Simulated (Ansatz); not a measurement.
Mulliken charges of `[OH][Zr]([F])([Cl])[I]` from ωB97M-V/def2-TZVPP in Ansatz (PBE0-D4/def2-TZVP geometry).

| atom | x (Å) | y (Å) | z (Å) | charge (e) |
| --- | --- | --- | --- | --- |
| O1 | -1.057 | 0.982 | -0.287 | -0.465 |
| Zr2 | 0.216 | -0.375 | -0.011 | 1.067 |
| F3 | 0.131 | -1.594 | -1.450 | -0.355 |
| Cl4 | -0.259 | -1.498 | 1.986 | -0.258 |
| I5 | 2.698 | 0.730 | 0.103 | -0.175 |
| H6 | -1.688 | 1.690 | -0.388 | 0.187 |

Task: By hand: the dipole of these point charges (1 e Å = 4.8032 D).

Result: Σ q r = (-0.046, 0.284, 0.033) e Å, of length 0.290 e Å = 1.39 D.

Task: How does the dipole of the full density compare? (Estimate.)

Result: Ansatz gave: (-0.436, 0.407, -0.110) e Å, 2.91 D; the point charges give 0.48 times that, at 41° from its direction.

Point charges leave out the atoms' own dipoles, such as those of lone pairs, and Mulliken's split depends on the basis, so the two needn't agree.
